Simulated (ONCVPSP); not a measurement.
What the settings do to the ONCV potential of Zn

Base potential:

| Quantity | Value |
| --- | --- |
| Element | Zn |
| Generator | ONCVPSP 4.0.1 |
| Type | optimised norm-conserving Vanderbilt (ONCV) |
| Functional | PBEsol |
| Relativity | scalar-relativistic |
| Frozen core | [Ne] 3s2 |
| Valence charge | 18 |
| Reference configuration | 3p6 3d10 4s2 |
| Partial waves | 4s: rc 1.95 bohr, ncon 4, nbas 8, qcut 3.9 1/bohr, 2 projectors, debl 2.4 Ha; 3p: rc 0.80 bohr, ncon 3, nbas 6, qcut 18.8 1/bohr, 2 projectors, debl 2.2 Ha; 3d: rc 1.10 bohr, ncon 4, nbas 9, qcut 16.4 1/bohr, 1 projector |
| Local potential | polynomial inside 0.50 bohr (lpopt 3, dvloc0 6 Ha) |
| Core correction | Teter function, fcfact 2.25, rcfact 1.75 |

In the p channel the program set the typed energies aside and used -3.060, 0.250 Ha.

Cutoffs, loose and tight: the cutoffs (Ha) at which the residual kinetic energy of the hardest occupied pseudo-wave falls to 1 and 0.1 mHa per electron. They do not see the model core or the augmentation charge, which bear on the density cutoff. Test errors are all-electron minus pseudo excitation energies from the reference, over the configurations 3p6 3d10 4s1; 3p6 3d10 4s0; 3p6 3d9 4s0; 3p6 3d10 4s0 4p1. A dash means not determined; rows that change the core or the reference have their own tests.

A true bound ghost makes a file unfit for plane-wave use even where its test errors are small: the radial tests pick states by their node count and pass the ghost by.

| change | outcome | cutoff, loose | cutoff, tight | bound ghosts | GHOST(+) flags above zero | largest test error (meV) |
| --- | --- | --- | --- | --- | --- | --- |
| base | generated, projector energies reset by the program | 108 Ha | 133 Ha | s | none | +65 |
| s: qcut 3.1; p: qcut 15; d: qcut 13.1 | generated, projector energies reset by the program | 74 Ha | 92 Ha | s | none | -34 |
| s: qcut 3.6; p: qcut 17.4; d: qcut 15.2 | generated, projector energies reset by the program | 92 Ha | 114 Ha | s | none | +53 |
| s: qcut 4; p: qcut 19.5; d: qcut 17 | generated, projector energies reset by the program | 110 Ha | 135 Ha | s | none | +68 |
| s: qcut 5.2; p: qcut 25; d: qcut 21.8 | failed: ERROR pspot: first pseudo wave function has node, program will stop | – | – | – | – | – |
| s: qcut 5.7; p: qcut 27.5; d: qcut 24 | failed: ERROR pspot: first pseudo wave function has node, program will stop | – | – | – | – | – |

(1) What comes out with this change to the base: s: qcut 2.6; p: qcut 12.5; d: qcut 10.9?

(2) What comes out with this change to the base: s: qcut 4.4; p: qcut 21.4; d: qcut 18.7?

Results:

(1) outcome: generated, projector energies reset by the program; cutoff, loose: 98 Ha; cutoff, tight: 249 Ha; bound ghosts: s; GHOST(+) flags above zero: none; largest test error (meV): -24.

(2) outcome: generated, projector energies reset by the program; cutoff, loose: 112 Ha; cutoff, tight: 138 Ha; bound ghosts: s; GHOST(+) flags above zero: none; largest test error (meV): +79.
